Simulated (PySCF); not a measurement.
**CsTl⁺ from Hartree–Fock to correlated methods**

State: ²Σ⁺ (doublet), unpaired electrons σ ↑. Set-up: Cs def2-SVP with ECP46, Tl def2-SVP with ECP60; scalar-relativistic core potentials (PySCF 2.14). De refers to Cs⁺ + Tl in their high-spin ground configurations, without counterpoise correction. The functionals are run spin-unrestricted. A positive dipole points towards Tl; it is taken about the centre of mass and depends on that origin.

```json
{"Level": "UHF", "Re (Å)": "4.698", "ωe (cm⁻¹)": "30.7", "De (eV)": "n/a", "μ (D)": "-10.60", "CPU s a point (SCF and correlation, without the integrals)": "0.094"}
{"Level": "UHF-MP2", "Re (Å)": "4.535", "ωe (cm⁻¹)": "33.7", "De (eV)": "n/a", "μ (D)": "n/a", "CPU s a point (SCF and correlation, without the integrals)": "0.19"}
{"Level": "UHF-SCS-MP2", "Re (Å)": "4.566", "ωe (cm⁻¹)": "33.0", "De (eV)": "n/a", "μ (D)": "n/a", "CPU s a point (SCF and correlation, without the integrals)": "n/a"}
{"Level": "UHF-CCSD", "Re (Å)": "4.528", "ωe (cm⁻¹)": "34.1", "De (eV)": "n/a", "μ (D)": "n/a", "CPU s a point (SCF and correlation, without the integrals)": "n/a"}
{"Level": "UHF-CCSD(T)", "Re (Å)": "4.519", "ωe (cm⁻¹)": "34.3", "De (eV)": "n/a", "μ (D)": "n/a", "CPU s a point (SCF and correlation, without the integrals)": "10"}
{"Level": "PBE", "Re (Å)": "4.512", "ωe (cm⁻¹)": "32.9", "De (eV)": "n/a", "μ (D)": "-8.26", "CPU s a point (SCF and correlation, without the integrals)": "0.5"}
{"Level": "PBEsol", "Re (Å)": "4.428", "ωe (cm⁻¹)": "35.2", "De (eV)": "n/a", "μ (D)": "-8.24", "CPU s a point (SCF and correlation, without the integrals)": "0.34"}
{"Level": "r²SCAN", "Re (Å)": "4.495", "ωe (cm⁻¹)": "34.9", "De (eV)": "n/a", "μ (D)": "-9.28", "CPU s a point (SCF and correlation, without the integrals)": "0.67"}
{"Level": "M06-L", "Re (Å)": "4.412", "ωe (cm⁻¹)": "41.6", "De (eV)": "n/a", "μ (D)": "-9.19", "CPU s a point (SCF and correlation, without the integrals)": "0.83"}
{"Level": "PBE0", "Re (Å)": "4.462", "ωe (cm⁻¹)": "35.1", "De (eV)": "n/a", "μ (D)": "-8.88", "CPU s a point (SCF and correlation, without the integrals)": "0.76"}
{"Level": "r²SCAN0", "Re (Å)": "4.451", "ωe (cm⁻¹)": "36.4", "De (eV)": "n/a", "μ (D)": "-9.38", "CPU s a point (SCF and correlation, without the integrals)": "0.71"}
{"Level": "CAM-B3LYP", "Re (Å)": "4.453", "ωe (cm⁻¹)": "36.0", "De (eV)": "n/a", "μ (D)": "-9.34", "CPU s a point (SCF and correlation, without the integrals)": "0.78"}
```

(1) What does a quarter of exact exchange do here, going from r²SCAN to r²SCAN0?

(2) What does second-order correlation do here, going from UHF to UHF-MP2?

(3) What does the triples do here, going from UHF-CCSD to UHF-CCSD(T)?

Correlated steps freeze 4 core orbitals. These are scalar-relativistic numbers at best; spin–orbit coupling would shift them, the dissociation energy most. The state is the lowest determinant that a PBE0 search found; another state may lie lower at other levels.

The whole job (state search and all levels along the bond) took about 2.7 min on 1 thread of Arm Neoverse V2 (shared host), peak memory 0.6 GiB.

Answers

(1) r²SCAN0 less r²SCAN: -4.4 pm in Re, +4.3 % in ωe. Exact exchange removes part of the self-interaction that spreads semilocal densities, and in most molecules shortens and stiffens the bond and lowers De; so it does here.

(2) UHF-MP2 less UHF: -16.3 pm in Re, +9.8 % in ωe. Correlation nearly always deepens the well. The bond shortens, as in weak, metallic or heavy-atom bonds, where dispersion and the correlation of outer-core electrons pull the atoms together.

(3) UHF-CCSD(T) less UHF-CCSD: -0.9 pm in Re, +0.6 % in ωe. Correlation nearly always deepens the well. The bond shortens, as in weak, metallic or heavy-atom bonds, where dispersion and the correlation of outer-core electrons pull the atoms together.
